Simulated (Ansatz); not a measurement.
Ansatz results at the PBE0-D4/def2-TZVP geometry: LUMO energy (B3LYP/def2-TZVPP) -1.63 eV; HOMO–LUMO gap (PBE0/def2-TZVPP) 9.11 eV; LUMO energy (PBE/def2-TZVPP) -2.39 eV.

Task: Which molecule gave them?
A. `O[Si](F)(Br)O[SiH3]`
B. `CO[SiH](C)O[Si](O)(O)O`
C. `N#C[Si](F)(F)Cl`
D. `CO[Si](N)(O)O`

Result: C. The others give `O[Si](F)(Br)O[SiH3]`: -0.50, 8.58, -1.13; `CO[Si](N)(O)O`: 0.30, 8.18, -0.20; `CO[SiH](C)O[Si](O)(O)O`: 0.07, 8.57, -0.43.

B3LYP here is the variant with VWN-RPA as its local correlation; programs differ in this.
